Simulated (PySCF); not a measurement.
ZnBr, SMILES [Br][Zn+], charge +1. Atoms are numbered in the order given.

```xyz
2

Zn     0.0000     0.0000    -1.1805
Br     0.0000     0.0000     1.0119
```
Charge +1, spin multiplicity 1.

Coordinates come from a PBE0-D3(BJ)/def2-TZVP optimisation. The spin state was assumed, not searched.

All values below come from C-PCM-ωB97X/def2-TZVPD in PySCF.

The values are the electrostatic part of the solvation free energy, E(continuum) − E(gas) at the gas-phase geometry, in a cavity of scaled van der Waals radii (PySCF's table); cavitation and dispersion terms are not included. A continuum can't describe solvent molecules that bind to the metal. In vacuum the orbital gap is 7.85 eV.

| solvent | ε | ΔG(elec) (kcal/mol) | gap (eV) |
|---|---|---|---|
| water | 78.36 | -121.8 | 10.51 |
| 1-octanol | 9.86 | -109.2 | 10.18 |
| benzene | 2.27 | ? | ? |

What belongs in the gaps? (Estimate from the structure and the level; the computed values follow.)


- benzene, ΔG(elec) (kcal/mol): -64.5
- benzene, gap (eV): 9.10
